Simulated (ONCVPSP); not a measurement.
rubidium (Rb): one change to an ONCV potential, before and after

rubidium, optimised norm-conserving Vanderbilt (ONCV), made with ONCVPSP 4.0.1 (LDA (Perdew-Wang 92), scalar-relativistic). Core [Ar] 3d10, reference 4s2 4p6 5s1. Waves: 4s+5s: rc 2.55 bohr, ncon 5, nbas 8, qcut 4.5 1/bohr, 2 projectors; 4p: rc 2.65 bohr, ncon 5, nbas 8, qcut 5.7 1/bohr, 2 projectors, debl 0.7 Ha; d scattering state at 0.03 Ha: rc 2.35 bohr, ncon 4, nbas 7, qcut 4 1/bohr, 2 projectors, debl 3.6 Ha. Local part: polynomial inside 2.05 bohr (lpopt 5, dvloc0 0 Ha). Core correction: polynomial model core, fcfact 0.25.

Change: p: rc 2.02; local potential polynomial inside 2.02 bohr (lpopt 5, dvloc0 0 Ha).

Cutoffs: the cutoffs (Ha) at which the residual kinetic energy of the hardest occupied pseudo-wave falls to 1 and 0.1 mHa per electron; they do not see the model core or the augmentation charge, which bear on the density cutoff. Errors are all-electron minus pseudo energies relative to the spin-unpolarised reference configuration.

Q: Predict the effect on cutoff, ghosts and configuration errors.

A: The potential gets harder (7.4 Ha and 9.6 Ha → 12 Ha and 18 Ha); of the 4 tests that both files solve, the error grows in 0 and shrinks in 1 by more than 15 % and 0.3 meV (median size 0.2 → 0.3 meV); the range in which the d phases agree narrows (upper end at the end of the scan → 2.1); neither file shows a bound ghost. A smaller radius makes the pseudo-wave follow the all-electron one further in, where it bends more sharply, so more plane waves are needed.

| quantity | base | changed |
| --- | --- | --- |
| cutoff, loose | 7.4 Ha | 12 Ha |
| cutoff, tight | 9.6 Ha | 18 Ha |
| loose cutoff by channel | s 7.4 Ha, p 6.6 Ha | s 7.4 Ha, p 12 Ha |
| bound ghosts | none | none |
| GHOST(+) flags under 300 eV | none | none |
| error for 4s2 4p6 5s0, meV [ΔE 4.27 eV] | -0.3 | -0.4 |
| error for 4s2 4p6 5s0.5, meV [ΔE 1.66 eV] | -0.1 | -0.1 |
| error for 4s2 4p6 5s0 5p1, meV [ΔE 1.62 eV] | -0.1 | -0.2 |
| error for 4s2 4p5 5s1, meV [ΔE 21.24 eV] | -9.1 | -0.6 |
| s: phases at 2.59 bohr within 0.05 rad from the reference energy up to (Ha; the scan ends near 5) | 3.9 | 3.7 |
| d: phases at 2.39 bohr within 0.05 rad from the reference energy up to (Ha; the scan ends near 5) | to the end of the scan | 2.1 |
| rms error of d²Exc/dni dnj with the model core, mHa | 0.86 | 0.93 |

Base: The cutoffs count occupied waves only; projector 2 of the d channel, the hardest unoccupied one, needs 30 Ha at the loose tolerance.
